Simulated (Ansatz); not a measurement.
Reaction (cleavage of the Si–Si bond): `O[SiH2][SiH2]F` + `O[SiH2]F` → `F[SiH2]O[SiH2]F` + `O[SiH3]`

Program: Ansatz. Geometries: PBE0-D4/def2-TZVP. ΔE: electronic, gas phase. CBS: MP2 limit from def2 TZ/QZ plus the TZ coupled-cluster correction, frozen cores. This one scheme is used for every species. Functionals use def2-TZVPP. Each species was taken in one conformer, which may not be the lowest.

```tsv
species	ωB97M-V energy (Eh)
`O[SiH2][SiH2]F`	-757.15317
`O[SiH2]F`	-466.49482
`F[SiH2]O[SiH2]F`	-856.56122
`O[SiH3]`	-367.14241
```

Q: Work out ΔE.

A: ΔE = (-856.56122) + (-367.14241) − (-757.15317) − (-466.49482) = -0.05564 Eh = -34.9 kcal/mol. CCSD(T)/CBS gives -34.7 kcal/mol.

Largest T1 diagnostic among the species: 0.012.

From PBE to PBE0 (25 % exact exchange), in def2-TZVPP and without D4, ΔE moves by −2.4 kcal/mol. In def2-TZVPP, CCSD(T) changes the Hartree–Fock value by +5.5 kcal/mol (the triples alone add +0.7 kcal/mol) and MP2 by +3.8 kcal/mol.
